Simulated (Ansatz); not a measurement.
System: TeCl, charge 1, multiplicity 1. This is an excited singlet: at this geometry the triplet lies 1.00 eV lower at CCSD(T)/CBS(def2-TZVPPD,def2-QZVPPD). 
Structure (B3LYP-D3(BJ)/def2-TZVP (Ansatz, a program for electronic structure) minimum search):
```
Te
Cl 1 2.2422
```
Charge +1, spin multiplicity 1.

Problem. Give the harmonic wavenumbers at B3LYP-D3(BJ)/def2-TZVP (Ansatz, finite differences of forces, unscaled).

Solution. 443 cm⁻¹. Zero-point energy 0.6 kcal/mol.

Problem. From these and the geometry, give the ideal-gas thermochemistry at 298.15 K and 1 atm (rigid rotor, harmonic oscillator).

Solution. Point group C∞v, rotational symmetry number 1. Rotational constants 3.624, 3.624 GHz. S(trans) 41.18, S(rot) 16.79, S(vib) 0.82, S(elec, spin only) 0.00, S 58.8 cal/(mol K). H(298) - H(0) 2.24 kcal/mol; G - E(el) -14.6 kcal/mol.
